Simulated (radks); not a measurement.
Polarisabilities and homonuclear dispersion coefficients (atomic units). Method: scalar-relativistic Kohn-Sham, LDA (Slater exchange, Perdew-Wang correlation), spin-polarised, spherical densities, finite nucleus; open shells are filled with parallel spins first; Fermi nuclear charge, rms radius of each element as measured or else 0.836 A^(1/3) + 0.57 fm; computed with a radial shooting solver on a logarithmic mesh with Libxc functionals. Response by self-consistent Sternheimer equations with the Hartree and adiabatic LDA kernel, the relativistic mass of each level held fixed and spin-orbit coupling left out. "Uncoupled" leaves out the induced potential. Quadrupole and octupole values are given only where no p, d or f shell is open.

| species | configuration | alpha1 (bohr^3) | alpha1, uncoupled | alpha2 (bohr^5) | alpha3 (bohr^7) | C6 | C8 | recommended alpha1 |
|---|---|---|---|---|---|---|---|---|
| Al | [Ne] 3s2 3p1 | 65.84 | 95.87 | - | - | 578.9 | - | 57.8 +/- 1 |
| Al+ | [Ne] 3s2 | 23.31 | 40.06 | 125.2 | 1072 | 115.9 | 3795 | - |
| Al2+ | [Ne] 3s1 | 12.49 | 14.72 | 37.10 | 213.3 | 32.20 | 632.6 | - |
| Al3+ | [Ne] | 0.2831 | 0.3187 | 0.2435 | 0.3600 | 0.2651 | 1.171 | - |
| Al4+ | [He] 2s2 2p5 | 0.2199 | 0.2585 | - | - | 0.1579 | - | - |
| Al5+ | [He] 2s2 2p4 | 0.1899 | 0.2349 | - | - | 0.1012 | - | - |
| Al6+ | [He] 2s2 2p3 | 0.1861 | 0.2330 | - | - | 0.07210 | - | - |

Recommended values: Schwerdtfeger and Nagle, table of static dipole polarisabilities (2023 update), measured or computed.
